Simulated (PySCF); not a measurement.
Positional isomers: propene cyano+boryl. Isolated molecules, 0 K electronic values unless said otherwise. One relaxed conformer stands for each flexible species; it need not be the lowest. Strings in code marks are SMILES.

The T1 excitation (TDA) from two functionals at the same geometries (CAM-B3LYP-D3(BJ)/def2-TZVP), both in PySCF: PBE-D3(BJ)/def2-TZVP and CAM-B3LYP-D3(BJ)/def2-TZVP. Excitations are Tamm–Dancoff values on a coarser integration grid. The basis has no diffuse functions, so Rydberg states are missing or too high.

```
species         PBE-D3(BJ)/def2-TZVP (eV)  CAM-B3LYP-D3(BJ)/def2-TZVP (eV)
--------------  -------------------------  -------------------------------
`B/C(C#N)=C/C`                       3.18                             3.43
`B/C(C)=C/C#N`                       2.93                             3.09
`B/C(C)=C\C#N`                       2.87                             3.05
`B/C=C(\C)C#N`                       3.02                             3.10
`BCC(=C)C#N`                         3.75                             3.81
`BC/C=C/C#N`                         3.71                             3.83
```

Over these rows, drawn at random from the members with no instability flagged (it was tested for open shells, ions and some series alone), PBE minus CAM-B3LYP-D3(BJ): mean -0.14 eV, from -0.25 eV to -0.06 eV.
